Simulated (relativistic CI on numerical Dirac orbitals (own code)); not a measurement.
# Cr4+ in a cubic cluster: 3s photoemission with charge transfer

Computed with a charge-transfer multiplet model of a cubic metal-ligand cluster with up to 2 ligand holes, Slater and spin-orbit integrals from Dirac-Coulomb-Breit ions, Slater integrals scaled by 0.8. The parameters are those of a tetrahedral site (10Dq negative, t2 hopping the larger). The ground state mixes d2 with configurations of k ligand holes L, whose averages lie at kΔ + k(k − 1)U_dd/2; a core hole lowers each added d electron by U_cd. 300 K, Lorentzian 1.4 eV and Gaussian 0.8 eV FWHM.

Atomic integrals in eV (Slater integrals scaled, ζ unscaled), ground: F2dd 9.377, F4dd 5.906, zeta_d 0.039; with the core hole: F2dd 10.119, F4dd 6.404, zeta_d 0.045, G2cd 9.849.

Cluster parameters (eV): Δ = -1.2, U_dd = 6.5, U_cd = 8.2, 10Dq = -0.1, 10Dq(ligand) = 0, final-state hopping factor = 0.8.

| Case | n_d | d2 | d3L | d4L2 | S |
| --- | --- | --- | --- | --- | --- |
| V(eg) = 1.08 eV, V(t2g) = -1.83 eV | 2.97 | 0.21 | 0.61 | 0.18 | 1.00 |
| V(eg) = 1.68 eV, V(t2g) = -2.85 eV | 3.00 | 0.21 | 0.57 | 0.22 | 1.00 |
| V(eg) = 2.28 eV, V(t2g) = -3.87 eV | 3.03 | 0.21 | 0.55 | 0.24 | 1.00 |

Weights, n_d and S are thermal averages at 300 K. Binding energies count from the first peak over 30 % of the highest in each spectrum, which can be another peak from case to case. The parameters are a model scan and need not match a compound or its usual spin state. Peaks in eV (height, largest 100):
- V(eg) = 1.08 eV, V(t2g) = -1.83 eV: 0.0 (100), 4.2 (63), 8.7 (73), 17.4 (19), 20.1 (9)
- V(eg) = 1.68 eV, V(t2g) = -2.85 eV: 0.0 (100), 5.1 (46), 8.1 (44), 13.9 (9), 17.5 (6), 20.9 (9)
- V(eg) = 2.28 eV, V(t2g) = -3.87 eV: 0.0 (100), 5.7 (49), 8.5 (23), 17.7 (7), 24.5 (5)

Curve for V(eg) = 2.28 eV, V(t2g) = -3.87 eV (points under 2 left out, the grid thinned):

```csv
E (eV),Intensity
-3.9,4.2
-3.2,6.1
-2.6,9.0
-1.9,16.1
-1.2,35.4
-0.5,80.3
0.1,98.3
0.8,54.7
1.5,24.1
2.2,13.6
2.8,10.6
3.5,10.5
4.2,14.8
4.8,26.4
5.5,47.1
6.2,40.7
6.9,23.3
7.5,18.5
8.2,21.6
8.9,21.2
9.6,12.8
10.2,9.1
10.9,6.8
11.6,4.9
12.2,3.8
12.9,2.8
13.6,2.3
14.3,2.1
14.9,2.1
15.6,2.5
16.3,3.2
17.0,5.2
17.6,7.1
18.3,5.7
19.0,3.2
19.6,2.5
20.3,2.6
21.0,2.8
21.7,2.9
22.3,2.6
23.0,2.4
23.7,3.3
24.4,5.0
25.0,4.2
25.7,2.1
```

For the case V(eg) = 1.68 eV, V(t2g) = -2.85 eV, Δ = -1.2 eV is smaller than U_dd = 6.5 eV, the charge-transfer side of the Zaanen-Sawatzky-Allen scheme (negative Δ: between configuration averages a ligand hole costs less than the nominal valence; multiplet and field energies can change this for the lowest states). With the core hole the average of the configuration with one ligand hole lies at Δ − U_cd = -9.4 eV before mixing: it lies below the unscreened one, so the lowest final states are mostly screened and the unscreened weight appears at higher binding energy as a satellite.

With at most 2 ligand holes the space is cut while the next configuration still counts, so covalency is underestimated, and a final configuration with one more ligand hole, which can lie low, is missing from the spectra.

Without intra-shell correlation the exchange splitting of the 3s hole comes out too large.
